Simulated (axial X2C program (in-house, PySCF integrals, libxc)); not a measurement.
Potential curves of ScAs, two-component

Calculated with an axial X2C code built on PySCF integrals. Two-component (2c) means X2C with spin–orbit coupling and atomic mean-field two-electron Coulomb and Gaunt terms. Basis: As dyall-cv3z [9s9p6d4f1g], Sc dyall-cv3z [10s11p7d5f2g] (cores contracted in-house); Gaussian nuclei, density fitting, unrestricted open shells. Masses: As 74.922 u, Sc 44.956 u.

State: Ω = 0 (closed shell). Energies in eV from the fragments at the same level (As + Sc). Fits are polynomials in 1 − R0/R over 0.85 to 1.23 times the lowest point R0.

| R (Å) | PBE |
| --- | --- |
| 2.0584 | -2.6870 |
| 2.1263 | -2.9983 |
| 2.1941 | -3.1748 |
| 2.2620 | -3.2456 |
| 2.3412 | -3.2254 |
| 2.4203 | -3.1231 |
| 2.5221 | -2.9077 |
| 2.6465 | -2.5655 |

One determinant describes the state; a PBE0 search over occupations chose it and may have missed a lower one. Closed shells are restricted here (equal orbitals for both partners); the stretched side of such a curve lies too high. De is counted from the lowest determinant-based energies of the atoms at the same level, without counterpoise correction. The 2c atoms are single determinants rather than J levels; their spin–orbit lowering is only partly caught, and De is too large by that part. This holds for PBE. PBE0 can misorder states that lie within some tenths of an eV, so this need not be the ground state of the molecule. The nearest other 2c determinant of the search, Ω = 2, lies 0.38 eV up at the distance of the search. Without a current term, density functionals place determinants with orbital angular momentum somewhat too high.

(1) Fit the PBE curve near its minimum: give the equilibrium distance, the harmonic wavenumber and the well depth.

## Answers

(1) At PBE, 2c: Re = 2.285 Å, ωe ≈ 398 cm⁻¹, De = 3.25 eV to As + Sc; Be follows as 0.115 cm⁻¹.
